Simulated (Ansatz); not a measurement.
The inner images of a band of ClF3H2NTa + H2 (10 atoms, charge 0, multiplicity 1) are given out of order.

Computed with RKS BHLYP-D4/def2-SVP in Ansatz.

Image 0:

```xyz
10
Properties=species:S:1:pos:R:3
Ta -0.013 -0.359 0.131
N 1.923 -0.217 0.056
H 2.513 -0.188 0.875
H 2.444 -0.206 -0.809
F 0.205 -0.391 1.999
F 0.061 -0.434 -1.747
Cl -1.211 1.615 0.158
F -0.835 -2.035 0.181
H 1.543 3.100 -1.363
H 2.129 2.717 -1.086
```

Image 8:

```xyz
10
Properties=species:S:1:pos:R:3
Ta -0.087 0.448 -0.100
N 2.214 0.161 -0.216
H 2.445 -0.769 0.118
H 2.552 0.252 -1.167
F 0.313 1.117 1.614
F -0.017 -0.132 -1.890
Cl -2.293 1.101 -0.125
F 0.242 -1.330 0.502
H 0.682 1.915 -0.696
H 2.708 0.838 0.354
```

Task: Put them in order from the first end to the last, with their energies above the first end.
A.
```xyz
10
Properties=species:S:1:pos:R:3
Ta 0.093 0.194 -0.110
N 2.190 0.014 -0.179
H 2.758 -0.059 0.653
H 2.688 -0.233 -1.022
F 0.510 0.389 1.708
F 0.356 0.003 -1.957
Cl -1.804 1.525 -0.172
F -0.772 -1.450 0.100
H 0.971 1.936 -0.332
H 1.769 1.281 -0.295
```
B.
```xyz
10
Properties=species:S:1:pos:R:3
Ta -0.003 -0.356 0.054
N 1.929 -0.245 -0.105
H 2.543 -0.079 0.679
H 2.425 -0.384 -0.974
F 0.277 -0.071 1.892
F 0.012 -0.748 -1.786
Cl -1.219 1.589 -0.216
F -0.825 -1.993 0.414
H 1.501 3.159 -0.799
H 2.119 2.731 -0.764
```
C.
```xyz
10
Properties=species:S:1:pos:R:3
Ta -0.061 0.359 -0.112
N 2.218 0.114 -0.205
H 2.711 -0.158 0.637
H 2.625 -0.326 -1.021
F 0.426 0.451 1.702
F 0.236 0.074 -1.947
Cl -2.022 1.513 -0.129
F -0.430 -1.502 0.100
H 0.768 1.954 -0.319
H 2.288 1.124 -0.311
```
D.
```xyz
10
Properties=species:S:1:pos:R:3
Ta 0.080 -0.190 -0.013
N 2.026 -0.307 -0.113
H 2.637 -0.172 0.680
H 2.534 -0.463 -0.971
F 0.391 0.254 1.787
F 0.164 -0.393 -1.880
Cl -1.398 1.600 -0.236
F -0.725 -1.824 0.326
H 1.211 2.756 -0.609
H 1.837 2.342 -0.578
```
E.
```xyz
10
Properties=species:S:1:pos:R:3
Ta 0.178 0.008 -0.075
N 2.118 -0.345 -0.117
H 2.724 -0.236 0.684
H 2.646 -0.479 -0.967
F 0.513 0.516 1.702
F 0.336 -0.023 -1.946
Cl -1.623 1.528 -0.212
F -0.655 -1.616 0.205
H 0.939 2.322 -0.453
H 1.584 1.925 -0.427
```
F.
```xyz
10
Properties=species:S:1:pos:R:3
Ta -0.088 0.463 -0.112
N 2.215 0.151 -0.194
H 2.479 -0.586 0.452
H 2.468 -0.157 -1.127
F 0.272 0.930 1.675
F 0.030 0.080 -1.953
Cl -2.287 1.136 -0.123
F 0.216 -1.375 0.290
H 0.697 1.981 -0.529
H 2.756 0.980 0.015
```
G.
```xyz
10
Properties=species:S:1:pos:R:3
Ta -0.094 0.441 -0.115
N 2.205 0.131 -0.208
H 2.575 -0.266 0.649
H 2.483 -0.466 -0.979
F 0.298 0.661 1.713
F 0.088 0.197 -1.974
Cl -2.212 1.322 -0.105
F 0.064 -1.445 0.113
H 0.717 1.990 -0.357
H 2.634 1.036 -0.343
```

Result: B (-0.1 kcal/mol), D (+2.5 kcal/mol), E (+5.5 kcal/mol), A (+26.9 kcal/mol), C (+4.3 kcal/mol), G (-5.6 kcal/mol), F (-6.9 kcal/mol).

Run time: 5.6 min on 4 threads of AMD EPYC 7R43 64-Core Processor (Zen 3) (shared host), peak memory 0.37 GiB.
